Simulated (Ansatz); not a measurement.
Two isomers of BH8NSi2: A = `[SiH3]BN[SiH3]`, B = `BN([SiH3])[SiH3]`.

Computed with Ansatz on PBE0-D4/def2-TZVP structures; ΔE is electronic, products minus reactants. CCSD(T)/CBS is the MP2 limit (def2-TZVPP, def2-QZVPP) plus CCSD(T) − MP2 in def2-TZVPP, frozen cores. Functionals use def2-TZVPP. B3LYP here is the variant with VWN-RPA as its local correlation; programs differ in this. Each species was taken in one conformer, which may not be the lowest.

(1) Which isomer does CCSD(T)/CBS put lower? Give the gap. (Best estimate.)

(2) Give E(B) − E(A) in kJ/mol with MP2/def2-TZVPP, PBE-D4, B2PLYP, ωB97M-V, PBE0-D4, CCSD/def2-TZVPP, B3LYP. (Best estimate.)

Largest T1 diagnostic: 0.014.

Answers

(1) Computed: B, by 61.6 kJ/mol.

(2) The calculation gave: MP2/def2-TZVPP -69.8, PBE-D4 -40.8, B2PLYP -61.2, ωB97M-V -61.4, PBE0-D4 -47.7, CCSD/def2-TZVPP -62.2, B3LYP -54.5. None reverses the order clearly.

In def2-TZVPP, CCSD(T) changes the Hartree–Fock value by +13.1 kJ/mol (the triples alone add +1.4 kJ/mol) and MP2 by +4.1 kJ/mol. From PBE to PBE0 (25 % exact exchange), in def2-TZVPP and without D4, E(B) − E(A) moves by −7.2 kJ/mol.
